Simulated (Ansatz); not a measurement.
Born–Oppenheimer molecular dynamics of a periodic cell of 17 atoms, CuW₁₆ (host W, host structure bcc, interstitial Cu). It goes on from the last frame of an earlier run, with new velocities.

The calculation used Ansatz, DFT PBE, scalar-relativistic, plane waves, PAW. Settings: accuracy low, PAW set soft_1, cutoff 420 eV, k mesh 2x2x2, fermi-dirac smearing 0.05 eV, no spin polarisation.

- ensemble: NVT, Langevin thermostat
- time step: 3 fs
- steps asked: 280
- set temperature: 1680 K
- friction: 0.01 /fs
- seed: 496295

Frames 6 fs apart, positions in Å, forces in eV/Å.

Velocities at 300.0 fs (Å/ps):

```
W -4.31 0.18 4.29
W -0.81 0.59 2.75
W -3.19 1.32 1.16
W -2.64 2.05 0.89
W 3.31 1.61 -0.08
W 0.47 -3.82 -1.11
W 1.63 -4.89 0.07
W 2.54 -0.70 2.55
W 2.84 4.72 1.71
W 5.71 0.25 -0.41
W 3.82 -6.48 -1.60
W 2.64 -3.37 2.34
W -0.53 -1.73 -1.01
W 0.64 -3.83 0.59
W 1.06 -0.21 -0.46
W 0.59 -1.10 0.50
Cu -2.24 0.50 -5.90
```

```xyz
17
Lattice="6.3200 0.0000 0.0000 0.0000 6.3200 0.0000 0.0000 0.0000 6.3200" Properties=species:S:1:pos:R:3:forces:R:3 time_fs=300.0 energy_less_start_eV=0.430 T=1414
W -0.083 -0.394 0.008 0.35 0.44 1.99
W 3.030 -0.223 0.150 2.10 0.24 -1.30
W -0.024 2.793 0.033 -0.53 0.89 0.81
W -0.059 -0.168 3.366 0.65 0.20 -1.08
W 1.498 1.525 1.703 0.22 -2.74 -0.11
W 3.017 2.822 0.031 1.79 0.69 -0.22
W 3.068 -0.249 3.318 1.11 0.63 -2.42
W 4.793 1.087 1.559 -1.36 2.83 1.69
W -0.185 2.381 3.724 -0.54 0.80 -0.93
W 1.737 4.671 1.479 -0.17 -0.59 0.32
W 1.664 1.191 4.871 -1.15 1.77 0.76
W 3.087 3.092 3.143 -0.92 -4.42 2.81
W 4.398 4.330 1.606 -1.38 2.81 -4.10
W 4.531 1.097 4.952 -0.07 1.68 0.08
W 1.647 4.601 4.817 -2.25 -2.97 -0.32
W 4.680 4.468 4.773 -0.22 -1.04 0.69
Cu -0.058 4.092 2.454 2.40 -1.22 1.32
17
Lattice="6.3200 0.0000 0.0000 0.0000 6.3200 0.0000 0.0000 0.0000 6.3200" Properties=species:S:1:pos:R:3:forces:R:3 time_fs=306.0 energy_less_start_eV=0.597 T=1276
W -0.103 -0.396 0.030 0.83 0.28 1.66
W 3.028 -0.221 0.164 2.47 0.38 -1.62
W -0.042 2.798 0.039 -0.05 0.66 0.57
W -0.071 -0.155 3.369 0.92 -0.45 -1.15
W 1.514 1.535 1.700 -0.07 -2.87 0.01
W 3.019 2.806 0.017 1.77 0.81 -0.09
W 3.077 -0.282 3.312 1.31 1.20 -2.32
W 4.809 1.085 1.571 -1.63 2.96 1.72
W -0.166 2.412 3.733 -0.44 0.10 -0.41
W 1.767 4.672 1.474 -1.28 -1.17 0.88
W 1.681 1.152 4.864 -1.70 2.51 0.71
W 3.101 3.071 3.157 -0.93 -4.36 2.59
W 4.398 4.324 1.597 -1.88 2.68 -4.04
W 4.535 1.076 4.958 0.26 2.11 -0.32
W 1.660 4.600 4.814 -2.57 -3.23 -0.08
W 4.687 4.455 4.775 -0.22 -0.92 0.70
Cu -0.067 4.088 2.424 3.20 -0.69 1.18
17
Lattice="6.3200 0.0000 0.0000 0.0000 6.3200 0.0000 0.0000 0.0000 6.3200" Properties=species:S:1:pos:R:3:forces:R:3 time_fs=312.0 energy_less_start_eV=0.684 T=1297
W -0.113 -0.399 0.059 1.01 0.25 1.16
W 3.032 -0.224 0.171 2.70 0.56 -1.77
W -0.055 2.800 0.045 0.21 0.46 0.40
W -0.078 -0.143 3.373 0.96 -1.03 -1.19
W 1.525 1.541 1.698 -0.24 -2.89 0.16
W 3.014 2.794 -0.002 1.82 0.80 0.17
W 3.079 -0.315 3.309 1.65 1.74 -2.29
W 4.821 1.094 1.591 -1.92 2.92 1.57
W -0.149 2.448 3.747 -0.37 -0.78 0.08
W 1.787 4.674 1.466 -1.92 -1.71 1.26
W 1.688 1.112 4.853 -1.99 3.24 0.83
W 3.114 3.046 3.176 -0.94 -4.17 2.16
W 4.396 4.322 1.583 -1.92 2.39 -3.59
W 4.534 1.057 4.967 0.71 2.45 -0.71
W 1.669 4.597 4.810 -2.84 -3.47 0.10
W 4.690 4.436 4.776 -0.17 -0.62 0.78
Cu -0.061 4.080 2.402 3.27 -0.15 0.87
17
Lattice="6.3200 0.0000 0.0000 0.0000 6.3200 0.0000 0.0000 0.0000 6.3200" Properties=species:S:1:pos:R:3:forces:R:3 time_fs=318.0 energy_less_start_eV=0.607 T=1164
W -0.118 -0.404 0.093 1.08 0.41 0.55
W 3.037 -0.226 0.172 2.73 0.71 -1.79
W -0.072 2.805 0.044 0.53 0.21 0.42
W -0.080 -0.138 3.383 0.89 -1.43 -1.26
W 1.537 1.537 1.694 -0.39 -2.71 0.21
W 3.012 2.786 -0.027 1.65 0.72 0.56
W 3.087 -0.346 3.304 1.81 2.15 -2.26
W 4.832 1.105 1.617 -2.19 2.81 1.28
W -0.141 2.478 3.759 -0.29 -1.55 0.44
W 1.799 4.674 1.460 -1.94 -2.05 1.26
W 1.692 1.080 4.835 -2.15 3.78 1.07
W 3.128 3.018 3.198 -0.93 -3.87 1.57
W 4.390 4.323 1.558 -1.03 1.91 -2.58
W 4.529 1.044 4.968 1.17 2.60 -0.84
W 1.671 4.591 4.802 -2.93 -3.59 0.30
W 4.691 4.425 4.782 -0.16 -0.39 0.72
Cu -0.036 4.072 2.393 2.15 0.28 0.34
17
Lattice="6.3200 0.0000 0.0000 0.0000 6.3200 0.0000 0.0000 0.0000 6.3200" Properties=species:S:1:pos:R:3:forces:R:3 time_fs=324.0 energy_less_start_eV=0.390 T=1467
W -0.121 -0.405 0.127 1.12 0.56 0.05
W 3.045 -0.226 0.172 2.46 0.59 -1.70
W -0.083 2.809 0.039 0.75 -0.08 0.53
W -0.076 -0.136 3.398 0.69 -1.82 -1.46
W 1.553 1.518 1.687 -0.54 -2.42 0.24
W 3.021 2.778 -0.054 1.27 0.63 0.98
W 3.099 -0.375 3.294 1.76 2.41 -2.06
W 4.833 1.124 1.644 -2.24 2.57 1.00
W -0.134 2.500 3.771 -0.20 -1.65 0.31
W 1.803 4.660 1.460 -1.02 -1.84 0.71
W 1.693 1.061 4.818 -2.03 3.99 1.32
W 3.134 2.984 3.220 -0.78 -3.43 1.03
W 4.379 4.319 1.531 -0.14 1.45 -1.52
W 4.527 1.036 4.963 1.47 2.58 -0.85
W 1.670 4.585 4.793 -2.84 -3.58 0.50
W 4.693 4.414 4.795 -0.19 -0.19 0.50
Cu -0.004 4.067 2.370 0.47 0.20 0.42
17
Lattice="6.3200 0.0000 0.0000 0.0000 6.3200 0.0000 0.0000 0.0000 6.3200" Properties=species:S:1:pos:R:3:forces:R:3 time_fs=330.0 energy_less_start_eV=0.098 T=1757
W -0.127 -0.404 0.170 1.20 0.71 -0.56
W 3.059 -0.225 0.163 2.03 0.45 -1.48
W -0.092 2.818 0.030 0.98 -0.33 0.70
W -0.065 -0.139 3.410 0.39 -2.06 -1.60
W 1.570 1.502 1.676 -0.72 -2.21 0.25
W 3.037 2.773 -0.072 0.76 0.46 1.19
W 3.114 -0.393 3.278 1.65 2.43 -1.67
W 4.830 1.156 1.673 -2.14 2.10 0.71
W -0.125 2.517 3.780 -0.06 -1.62 0.07
W 1.809 4.645 1.458 -0.18 -1.53 0.22
W 1.691 1.048 4.802 -1.75 4.00 1.58
W 3.143 2.932 3.245 -0.70 -2.63 0.46
W 4.366 4.313 1.503 0.50 1.12 -0.57
W 4.541 1.032 4.960 1.53 2.42 -0.85
W 1.667 4.577 4.781 -2.59 -3.44 0.69
W 4.688 4.404 4.804 -0.10 0.06 0.28
Cu 0.016 4.060 2.343 -0.80 0.07 0.56
17
Lattice="6.3200 0.0000 0.0000 0.0000 6.3200 0.0000 0.0000 0.0000 6.3200" Properties=species:S:1:pos:R:3:forces:R:3 time_fs=336.0 energy_less_start_eV=-0.057 T=1762
W -0.133 -0.399 0.221 1.23 0.85 -1.26
W 3.071 -0.233 0.149 1.71 0.57 -1.28
W -0.101 2.833 0.017 1.21 -0.56 1.00
W -0.046 -0.142 3.414 0.03 -2.16 -1.64
W 1.589 1.488 1.661 -0.91 -1.99 0.30
W 3.055 2.779 -0.088 0.25 0.04 1.35
W 3.135 -0.406 3.262 1.34 2.32 -1.34
W 4.823 1.189 1.710 -1.94 1.62 0.25
W -0.113 2.532 3.792 0.13 -1.64 -0.18
W 1.811 4.631 1.454 0.41 -1.34 0.03
W 1.685 1.033 4.791 -1.34 4.04 1.84
W 3.152 2.880 3.267 -0.65 -1.76 -0.11
W 4.357 4.313 1.477 0.84 0.80 0.24
W 4.556 1.030 4.952 1.53 2.25 -0.63
W 1.665 4.566 4.764 -2.34 -3.24 0.85
W 4.684 4.398 4.816 0.05 0.32 -0.05
Cu 0.023 4.056 2.329 -1.54 -0.10 0.63
17
Lattice="6.3200 0.0000 0.0000 0.0000 6.3200 0.0000 0.0000 0.0000 6.3200" Properties=species:S:1:pos:R:3:forces:R:3 time_fs=342.0 energy_less_start_eV=-0.086 T=1797
W -0.137 -0.390 0.262 1.30 0.90 -1.77
W 3.092 -0.240 0.132 1.02 0.43 -0.89
W -0.109 2.847 0.008 1.41 -0.79 1.33
W -0.032 -0.147 3.422 -0.20 -2.10 -1.66
W 1.610 1.476 1.649 -1.18 -1.89 0.39
W 3.063 2.789 -0.094 0.00 -0.42 1.38
W 3.160 -0.420 3.245 0.86 2.17 -0.99
W 4.811 1.221 1.743 -1.55 1.13 -0.16
W -0.104 2.552 3.808 0.34 -1.85 -0.53
W 1.806 4.613 1.452 1.49 -0.83 -0.36
W 1.681 1.021 4.788 -1.04 3.92 1.92
W 3.163 2.826 3.286 -0.64 -0.85 -0.58
W 4.358 4.317 1.447 0.91 0.52 0.99
W 4.569 1.029 4.947 1.56 2.20 -0.46
W 1.667 4.544 4.749 -2.11 -2.79 0.92
W 4.679 4.391 4.828 0.20 0.62 -0.39
Cu 0.030 4.058 2.318 -2.36 -0.36 0.86
17
Lattice="6.3200 0.0000 0.0000 0.0000 6.3200 0.0000 0.0000 0.0000 6.3200" Properties=species:S:1:pos:R:3:forces:R:3 time_fs=348.0 energy_less_start_eV=-0.029 T=1730
W -0.142 -0.382 0.297 1.43 0.93 -2.10
W 3.115 -0.247 0.107 0.14 0.12 -0.33
W -0.116 2.866 0.008 1.60 -1.07 1.57
W -0.026 -0.154 3.427 -0.24 -2.02 -1.63
W 1.631 1.462 1.640 -1.42 -1.78 0.44
W 3.079 2.799 -0.103 -0.42 -0.84 1.46
W 3.180 -0.438 3.225 0.40 2.13 -0.56
W 4.790 1.255 1.776 -1.00 0.56 -0.69
W -0.091 2.564 3.832 0.55 -1.95 -1.05
W 1.803 4.588 1.456 2.23 -0.29 -0.82
W 1.671 1.015 4.791 -0.68 3.54 1.94
W 3.178 2.775 3.301 -0.79 -0.05 -0.87
W 4.361 4.322 1.420 0.92 0.38 1.53
W 4.580 1.029 4.942 1.57 2.12 -0.30
W 1.663 4.519 4.734 -1.81 -2.25 1.00
W 4.676 4.382 4.833 0.32 0.99 -0.68
Cu 0.027 4.056 2.315 -2.79 -0.54 1.10
17
Lattice="6.3200 0.0000 0.0000 0.0000 6.3200 0.0000 0.0000 0.0000 6.3200" Properties=species:S:1:pos:R:3:forces:R:3 time_fs=354.0 energy_less_start_eV=0.150 T=1498
W -0.147 -0.380 0.333 1.57 1.05 -2.35
W 3.145 -0.259 0.087 -0.80 0.03 0.01
W -0.122 2.881 0.016 1.79 -1.34 1.71
W -0.017 -0.161 3.431 -0.30 -1.92 -1.61
W 1.649 1.450 1.630 -1.58 -1.71 0.46
W 3.099 2.810 -0.105 -0.87 -1.29 1.36
W 3.193 -0.456 3.211 0.03 2.04 -0.22
W 4.770 1.288 1.809 -0.39 -0.03 -1.27
W -0.073 2.580 3.856 0.75 -2.21 -1.35
W 1.798 4.564 1.462 2.54 0.09 -1.03
W 1.657 1.015 4.791 -0.11 3.04 2.17
W 3.196 2.731 3.308 -1.14 0.69 -0.85
W 4.367 4.323 1.400 0.70 0.37 1.84
W 4.597 1.028 4.936 1.47 2.03 -0.12
W 1.651 4.497 4.730 -1.41 -1.69 0.99
W 4.675 4.373 4.832 0.33 1.31 -0.85
Cu 0.009 4.049 2.320 -2.59 -0.46 1.12
17
Lattice="6.3200 0.0000 0.0000 0.0000 6.3200 0.0000 0.0000 0.0000 6.3200" Properties=species:S:1:pos:R:3:forces:R:3 time_fs=360.0 energy_less_start_eV=0.363 T=1354
W -0.154 -0.375 0.366 1.79 1.12 -2.41
W 3.172 -0.273 0.072 -1.51 0.06 0.17
W -0.130 2.897 0.028 1.98 -1.65 1.70
W -0.006 -0.174 3.435 -0.37 -1.58 -1.56
W 1.663 1.438 1.620 -1.71 -1.68 0.50
W 3.118 2.814 -0.100 -1.30 -1.63 1.09
W 3.205 -0.464 3.200 -0.38 1.80 -0.02
W 4.748 1.319 1.834 0.30 -0.65 -1.79
W -0.062 2.596 3.875 1.00 -2.52 -1.51
W 1.790 4.537 1.465 2.49 0.37 -0.97
W 1.642 1.018 4.793 0.39 2.56 2.34
W 3.215 2.697 3.309 -1.61 1.33 -0.54
W 4.374 4.315 1.384 0.21 0.59 1.91
W 4.613 1.032 4.928 1.30 1.86 0.10
W 1.642 4.474 4.735 -1.03 -1.11 0.88
W 4.674 4.374 4.827 0.30 1.42 -0.97
Cu -0.023 4.045 2.328 -1.85 -0.28 1.09
17
Lattice="6.3200 0.0000 0.0000 0.0000 6.3200 0.0000 0.0000 0.0000 6.3200" Properties=species:S:1:pos:R:3:forces:R:3 time_fs=366.0 energy_less_start_eV=0.596 T=1455
W -0.161 -0.369 0.393 1.99 1.15 -2.33
W 3.196 -0.295 0.052 -2.08 0.33 0.31
W -0.128 2.920 0.031 2.06 -1.97 1.82
W 0.005 -0.195 3.441 -0.41 -1.05 -1.53
W 1.670 1.418 1.610 -1.70 -1.56 0.50
W 3.136 2.814 -0.091 -1.65 -2.00 0.70
W 3.220 -0.463 3.189 -0.88 1.40 0.09
W 4.729 1.349 1.854 0.99 -1.27 -2.35
W -0.055 2.603 3.884 1.24 -2.85 -1.61
W 1.787 4.506 1.464 1.83 0.49 -0.59
W 1.629 1.021 4.799 0.82 2.14 2.41
W 3.228 2.664 3.307 -2.10 2.02 -0.11
W 4.377 4.308 1.371 -0.33 0.84 1.77
W 4.627 1.039 4.918 1.15 1.61 0.40
W 1.631 4.452 4.743 -0.61 -0.57 0.70
W 4.675 4.381 4.820 0.23 1.33 -1.07
Cu -0.069 4.041 2.338 -0.55 -0.02 0.89
```

Of the whole run (840 fs, mean temperature of the second half 1755 K): A run of 0.84 ps of so small a system gives no equilibrium averages. Limits of this set-up: coarse k mesh, low accuracy level.

Time of the run: 38 min on 2 threads of Arm Neoverse V1, with other jobs on the host, peak memory 0.98 GiB.
